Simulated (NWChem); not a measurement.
Molecule: CH2N, doublet; SMILES [N]=C

```xyz
4

C      0.0000     0.0000     0.5013
N      0.0000     0.0000    -0.7494
H      0.0000    -0.9480     1.0986
H      0.0000     0.9480     1.0986
```
Atoms are numbered in this order, from 1.

Computed with NWChem. Geometry optimised at PBE-D3(BJ)/def2-SVP; all other runs use it. Spin-unrestricted. Spin-contaminated determinants: UHF/IGLO-III (<S²> = 0.97). In the optimisation the excess spin sits in b2 (C2v, its own frame). Excited states of an open shell can be spin-contaminated.

| quantity | level | value |
|---|---|---|
| highest occupied level (eV) | PBE/def2-SVP | [?] |
| vertical, lowest state with f > 0.02 (eV) | PBE/def2-SVP, TDA | [?] |
| solvation free energy (kcal/mol) in n-hexane | M06-2X/def2-SVP, SMD | -0.7 |
| A(iso) 13C atom 1 (MHz) | UHF/IGLO-III | -205 |
| charge (e), ESP C1 | B3LYP/def2-SVP | 0.18 |
| dipole (D) | PBE-D3(BJ)/def2-SVP | 2.28 |
| highest harmonic frequency (cm⁻¹) | PBE-D3(BJ)/def2-SVP | [?] |

Some entries are withheld; supply them.


- highest occupied level (eV), value: -5.95
- vertical, lowest state with f > 0.02 (eV), value: 7.09
- highest harmonic frequency (cm⁻¹), value: 2927
